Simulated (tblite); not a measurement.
C5H4N3 (doublet state).
SMILES with atom numbers: `[CH3:1][n:2]1[c:3][cH:4][n:5][c:6]1[C:7]#[N:8]` (hydrogens: H9, H10, H11 on C1; H12 on C4)

Structure optimised with GFN2-xTB, isolated species. This method treats the open shell by occupation alone, without spin polarisation.

Question: Give the optimised bond lengths and angles.

Answer: 
```csv
bond,length (bohr)
C1–N2,2.711
N2–C3,2.557
C3–C4,2.585
C4–N5,2.531
N5–C6,2.516
C6–C7,2.642
C7≡N8,2.169
N2–C6,2.573
"C1–H9, C1–H10, C1–H11",2.061
C4–H12,2.019
```

Bonds in one row agree within 0.02 bohr and their mean is given. A selection of angles:
```csv
angle,degrees
C1–N2–C3,126.7
C1–N2–C6,127.7
C3–N2–C6,105.5
N2–C3–C4,109.0
C3–C4–N5,107.3
C4–N5–C6,108.1
N5–C6–C7,126.0
N2–C6–N5,110.0
N2–C6–C7,123.9
C6–C7–N8,177.8
```

The 5-membered ring N2–C3–C4–N5–C6 has internal angles of 105.5° to 110.0°; it is planar, 0.00 Å rms from its mean plane, widest ring torsion 0°. The C–C distances run from 1.368 Å (C3–C4, aromatic) to 1.398 Å (C6–C7, drawn single), a spread of 0.030 Å. The 8 heavy atoms lie in one plane (0.001 Å rms). Of the pairs four or more bonds apart, C7···H10 is among the closest relative to their van der Waals radii: 3.04 Å, 105 % of the sum of Bondi's values. C4 (carbon bonded to C, N and H) is planar (angles 130.2°, 122.5° and 107.3°, sum 360.0°, 0.00 Å off the plane of its three neighbours). N2 (nitrogen bonded to 3 C) is planar (angles 127.7°, 126.7° and 105.5°, sum 360.0°, 0.00 Å off the plane of its three neighbours). The 6 C–N bonds span 1.148 Å (C7≡N8, drawn triple) to 1.435 Å (C1–N2, drawn single), a spread of 0.287 Å.

Point group: Cs (every atom within 0.08 Å of its image). GFN2-xTB frequencies show an imaginary mode (35i cm⁻¹), so the point is no minimum at that level.

The numbers are calculated, not measured.
